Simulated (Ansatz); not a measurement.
Born–Oppenheimer molecular dynamics of Cl₂GeH₂ (5 atoms, charge 0, multiplicity 1). It starts from a relaxed structure.

Computed with RKS PBE0/def2-SVP (Ansatz).

| Item | Value |
| --- | --- |
| ensemble | NVE (velocity Verlet) |
| time step | 4 fs |
| steps asked | 40 |
| starting velocities drawn for | 300 K |
| seed | 258209 |

First frame:

```xyz
5
Properties=species:S:1:pos:R:3
Ge -0.009 -0.016 0.013
H 0.032 0.056 1.541
Cl 2.016 0.001 -0.712
Cl -1.006 1.745 -0.713
H -0.715 -1.239 -0.574
```

Question: How far do the bonds stretch over the last three quarters of this one trajectory? (Pairs bonded in most of those frames.)

Answer: 
```csv
bond,mean (Å),spread (Å),shortest,longest
Ge1–H2,1.540,0.061,1.44,1.60
Ge1–Cl3,2.158,0.020,2.12,2.18
Ge1–Cl4,2.162,0.033,2.10,2.20
Ge1–H5,1.534,0.028,1.47,1.57
```

Mean temperature of the second half: 174 K. The conserved energy wandered by up to 16.8 meV per atom (net 16.8 meV per atom), which is poor conservation. A step of 4 fs is long for free X–H stretches (periods near 10 fs) and can bias their spread and the temperature. A run of 0.16 ps of so small a system gives no equilibrium averages.

The run took 40 s on 1 thread of AMD EPYC 9R45 96-Core Processor (Zen 5), with other jobs on the host, peak memory 0.18 GiB.
